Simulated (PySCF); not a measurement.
## UHF on C (carbon, neutral)

Configuration: [He] 2s2 2p2, high-spin 3P determinant. All numbers are calculated (PySCF 2.14, no relativity, point nucleus, in dyall-acv3z).

* Total energy: -37.693639 hartree
* One-electron energy: -50.4504 hartree
* Hartree (Coulomb) energy: 17.8333 hartree
* Exchange energy: -5.0766 hartree
* Kinetic energy: 37.69331 hartree
* ⟨S²⟩: 2.0104
* ⟨L²⟩: 2.018
* Sum of ⟨r⟩: 7.137 bohr
* Sum of ⟨r²⟩: 13.76 bohr²
* Traceless quadrupole moment −½Σ⟨3z² − r²⟩ along its main axis: 1.48 e·bohr²
* Density at the nucleus (Gaussians lack the cusp): 126 bohr⁻³
* Spin density at the nucleus: 0.0794 bohr⁻³
* Langevin diamagnetic susceptibility: -10.9 ×10⁻⁶ cm³/mol

```json
{"shell": "1s α", "electrons": "1", "mean orbital energy (hartree)": "-11.34558", "rms radius, mean of both spins (bohr)": "0.312"}
{"shell": "1s β", "electrons": "1", "mean orbital energy (hartree)": "-11.30058", "rms radius, mean of both spins (bohr)": "0.312"}
{"shell": "2s α", "electrons": "1", "mean orbital energy (hartree)": "-0.82921", "rms radius, mean of both spins (bohr)": "1.76"}
{"shell": "2s β", "electrons": "1", "mean orbital energy (hartree)": "-0.58344", "rms radius, mean of both spins (bohr)": "1.76"}
{"shell": "2p α", "electrons": "2", "mean orbital energy (hartree)": "-0.43906", "rms radius, mean of both spins (bohr)": "1.92"}
```

Spin-orbit constants ζ (cm⁻¹) from the X2C one-electron operator on these orbitals (non-relativistic here): bare nucleus, nucleus screened by l(l+1)(2l+1)/3 electrons, and screened by the Breit-Pauli mean field of the electrons.

| shell | bare | screened nucleus | mean field |
| --- | --- | --- | --- |
| 2p | 59.79 | 39.86 | 31.77 |

To first order the Landé constant is A = 15.88 cm⁻¹, so the lowest level has J = 0 and lies 0.00394 eV below the centre of the term. This holds in LS coupling only.
